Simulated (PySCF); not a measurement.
# Calculated NMR data

- PBE0/pcSseg-1 with gauge-including orbitals
- GFN2-xTB geometry
- program: PySCF
- rapidly exchanging positions averaged, relativity neglected, no solvent model, single conformer

Referencing at the same level of theory: TMS for $^{1}$H (31.72 ppm) and $^{13}$C (186.93 ppm). Splittings of carbon signals by F and P are missing where no couplings were computed. Where no couplings were computed, multiplicities follow the n + 1 count of equivalent neighbours, and m marks all less simple cases (inequivalent or close neighbours, rings, F or P nearby). Shifts are as computed. Against solution values, carbons near 30 ppm lie about +3 ppm off and those near 130 ppm about +5 ppm; carbons on Cl a further +6 ppm. Of 1211 compounds with measured shifts, 218 miss one by over three times the rms of a fit or turn the order of signals round; such compounds aren't used in these exercises. Carbons bonded to Cl come out too deshielded.

Compound 1 (C₆H₁₀F₂Si). $^{1}$H NMR (500 MHz, computed): δ 7.51 (m, 1H), 4.02 (d, 3H), 1.51 (m, 1H), 1.12 (m, 1H), 0.73 (m, 1H), 0.63 (m, 1H), 0.29 (m, 1H), 0.19 (m, 1H). $^{13}$C{$^{1}$H} NMR (computed): δ 168.4, 147.3, 31.4, 13.2, 9.3, 8.1. Structure: SMILES F/C=C(/F)[C@@H]([SiH3])C1CC1.

Compound 2 (C₇H₄Cl₂O). $^{1}$H NMR (500 MHz, computed): δ 8.70 (s, 1H), 8.32 (d, 1H), 7.89 (m, 1H), 7.74 (m, 1H). $^{13}$C{$^{1}$H} NMR (computed): δ 176.2 (C), 146.9 (C), 142.5 (CH), 141.4 (CH), 137.8 (C), 135.5 (CH), 135.1 (CH). Structure: `O=C(Cl)C1=CC=CC(Cl)=C1`.
